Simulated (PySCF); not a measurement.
Job for PySCF: R-B3LYP/3-21G on C3H4O2 (SMILES C=CC(=O)O), a point of a torsion scan.

```python
from pyscf import gto, scf, dft, mp
from pyscf.data.elements import chemcore

mol = gto.M(
    atom='''
    C    -1.38340728   -0.35260719   -0.25922207
    C    -0.52850003    0.43970303    0.37111476
    C     0.92917991    0.27440341    0.20827951
    O     1.47440974   -0.55245452   -0.47712460
    O     1.61325780    1.17590126    0.93078718
    H    -1.02001899   -1.13547959   -0.90522374
    H    -2.44949818   -0.24899122   -0.15409215
    H    -0.83368666    1.23882580    1.02916333
    H     2.56711865    1.04966546    0.80938013
    ''',
    basis='3-21g',
    charge=0, spin=0, verbose=3, max_memory=1800)
mf = dft.RKS(mol, xc='b3lyp')
mf.conv_tol = 1e-8
mf.max_cycle = 100
mf.kernel()
if not mf.converged:
    mf = mf.newton().run(mf.mo_coeff, mf.mo_occ)
```

### Question
What total energy does the run end on?

### Answer
-265.6806 hartree.
